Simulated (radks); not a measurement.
Spherical jellium clusters: N electrons in a uniform positive sphere of charge N and radius rs N^(1/3), rs = 3.72 bohr. Method: non-relativistic Kohn-Sham, PBEsol, spin-polarised, spherical densities; computed with a radial shooting solver with Libxc functionals. Levels are named by radial order and angular momentum (1s, 1p, 1d, 2s, ...), and open shells are averaged over m.

N = 3, configuration 1s2 1p(up 1, down 0). This is the lowest configuration that the search found. Occupied and some empty levels:

level    occupation  eigenvalue (eV)  <r> (bohr)
1s up             1          -4.2503       4.118
1s down           1          -3.9014       3.954
1p up             1          -2.2016       5.519
1p down           0          -1.7045       5.540

Energy (eV): total -4.25182, kinetic 5.7645, external -51.386, Hartree 24.400, exchange-correlation -10.419, background 27.388.

Electron density:

r (bohr)  n(r) (e/bohr^3)
0.197            0.007128
0.692            0.007026
1.19             0.006803
1.68             0.006452
2.18             0.005966
2.67             0.005350
3.17             0.004628
3.66             0.003842
4.16             0.003048
4.65             0.002304
5.15             0.001660
5.64             0.001144
6.14            0.0007614
6.63            0.0004926
7.13            0.0003124
7.62            0.0001957
8.12            0.0001218
8.61           0.00007561
9.11           0.00004697
9.60           0.00002925
